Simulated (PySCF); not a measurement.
**[CeCl4]−: one run**

[CeCl4]− (singlet in the valence; each metal's 4f electrons, 1 of them, lie in its core potential, out of spins and levels). PySCF 2.14.0, RKS M06-L, Ce lcecp-1-SVP with ECP47, Cl def2-SVP; non-relativistic Hamiltonian with scalar-relativistic core potentials where named; density fitting; no spin-orbit coupling. Purpose: level M06-L.

```python
mol = gto.M(atom='''
Ce    -0.00000     0.00000    -0.00000
Cl     1.53590     1.53590     1.53590
Cl    -1.53590    -1.53590     1.53590
Cl     1.53590    -1.53590    -1.53590
Cl    -1.53590     1.53590    -1.53590''',
    basis={'Ce': 'lcecp-1-SVP', 'Cl': 'def2-SVP'},
    ecp={'Ce': 'lcecp-1-SVP'},
    charge=-1, spin=0)
mf = dft.RKS(mol, xc='M06L')
mf.grids.atom_grid = (75, 302)  # f atoms: unpruned, at least (60, 302)
mf = mf.density_fit()  # fitting sets: Ce AutoAux, Cl def2-universal-JKFIT
mf.conv_tol = 1e-08; mf.max_cycle = 55
mf.kernel(dm0)  # dm0: converged density of the relaxed state
mf.nuc_grad_method().kernel()
```

Run from Python with OMP_NUM_THREADS=2; the lines above give its settings. Where DIIS fails, smearing, a level shift and second-order steps follow.
It took 8.4 s on 2 threads of Arm Neoverse V1 (shared host), from an already converged density.

Question: Where do the frontier levels lie, over both spins?

Answer: HOMO -3.45 eV, LUMO 2.84 eV. The 4f levels lie in the core potential and are missing.

Question: What does the SCF print?

Answer: 
```
init E= -1872.93929612419
cycle= 1 E= -1872.94154746921  delta_E= -0.00225  |g|= 0.0817  |ddm|= 0.254
cycle= 2 E= -1872.93850870246  delta_E= 0.00304  |g|= 0.122  |ddm|= 0.272
cycle= 3 E= -1872.94339588687  delta_E= -0.00489  |g|= 0.0125  |ddm|= 0.186
cycle= 4 E= -1872.9434498635  delta_E= -5.4e-05  |g|= 0.00134  |ddm|= 0.0181
cycle= 5 E= -1872.94345039489  delta_E= -5.31e-07  |g|= 0.000214  |ddm|= 0.00213
cycle= 6 E= -1872.94345041141  delta_E= -1.65e-08  |g|= 3.05e-05  |ddm|= 0.000544
cycle= 7 E= -1872.94345041179  delta_E= -3.82e-10  |g|= 2.52e-06  |ddm|= 6.48e-05
Extra cycle  E= -1872.94345041179  delta_E= 4.55e-12  |g|= 3.43e-06  |ddm|= 7.37e-06
converged SCF energy = -1872.94345041179
```

Question: What are the Mulliken charges and spins?

Answer: 
```tsv
atom	charge (e)	spin (e)
Ce1	1.087	0.000
Cl2	-0.522	0.000
Cl3	-0.522	0.000
Cl4	-0.522	0.000
Cl5	-0.522	0.000
```
The spin of the 4f electrons in the core isn't counted.

Question: What forces act on the atoms (eV/Å)?

Answer: 
```
Ce   0.00  0.00  0.00
Cl   0.04  0.04  0.04
Cl  -0.04 -0.04  0.04
Cl   0.04 -0.04 -0.04
Cl  -0.04  0.04 -0.04
```
Forces carry noise of the integration grid, about 0.01 to 0.03 eV/Å.

The geometry was relaxed with r2SCAN (Ce lcecp-1-SVP with ECP47, Cl def2-SVP).

An lcecp potential fixes the number of 4f electrons, so in runs with it no electron can move into or out of that shell.
